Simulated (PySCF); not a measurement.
Species: C2H8F2Si2.
Numbering: `[F:1][SiH2:2][CH2:3][C@H:4]([F:5])[SiH3:6]` (hydrogens: H7, H8 on Si2; H9, H10 on C3; H11 on C4; H12, H13, H14 on Si6)

Geometry (GFN2-xTB, Å), atoms numbered from 1 in this order:
```xyz
14
C2H8F2Si2 angstrom
F     -2.355    1.105   -1.444
Si    -2.288    0.240   -0.082
C     -0.484    0.354    0.512
C      0.490   -0.336   -0.437
F      0.147   -1.688   -0.519
Si     2.329   -0.234    0.112
H     -3.191    0.919    0.836
H     -2.682   -1.104   -0.463
H     -0.380   -0.090    1.502
H     -0.181    1.399    0.599
H      0.352    0.049   -1.454
H      2.417   -0.768    1.470
H      3.123   -1.025   -0.823
H      2.705    1.180    0.079
```

Computed with TDDFT PBE0/def2-SVPD, vertical, gas phase, core orbitals frozen in the response (PySCF 2.14.0, density-fitted response routines).

Ground-to-excited transition dipoles (e·a0, same axes as the geometry; the sign carries no meaning), for the states with f of 0.002 or more among the lowest 7:

| state | E (hartree) | μx | μy | μz |
| --- | --- | --- | --- | --- |
| S1 | 0.2523 | -0.576 | 0.148 | -0.127 |
| S3 | 0.2861 | -0.153 | -0.072 | -0.093 |
| S4 | 0.2903 | 0.793 | -0.052 | 0.074 |
| S5 | 0.2941 | -0.946 | 0.004 | -0.122 |
| S6 | 0.2992 | 0.237 | -0.172 | -0.139 |
| S7 | 0.3048 | -0.506 | -0.064 | 0.117 |

**Question.** What oscillator strength does each state have?

**Answer.** f = (2/3) ΔE |μ|² with ΔE in hartree (27.2114 eV).

| state | \|μ\|² (au) | \|μ\| (D) | f |
| --- | --- | --- | --- |
| S1 | 0.369 | 1.55 | 0.062 |
| S3 | 0.037 | 0.49 | 0.007 |
| S4 | 0.637 | 2.03 | 0.123 |
| S5 | 0.909 | 2.42 | 0.178 |
| S6 | 0.105 | 0.82 | 0.021 |
| S7 | 0.274 | 1.33 | 0.056 |

**Question.** What angle do the transition dipoles of S4 and S6 make?

**Answer.** |cos θ| = |μa·μb| / (|μa| |μb|) = 0.72, so θ ≈ 44° (taken between 0 and 90°, since the signs are arbitrary).

**Question.** How is the summed strength of these states shared among x, y and z?

**Answer.** (2/3) Σ ΔE μα² gives 0.421 for x, 0.012 for y and 0.015 for z, 0.447 in all.

**Question.** What peak molar absorption coefficient would the strongest computed level give as a lone Gaussian band 0.4 eV wide at half height?

**Answer.** ε(max) = 2.175×10⁸ f / FWHM, with the width in cm⁻¹. S5: 2.175×10⁸ × 0.1782 / 3226 ≈ 12000 L mol⁻¹ cm⁻¹.

One conformer stands for the species.
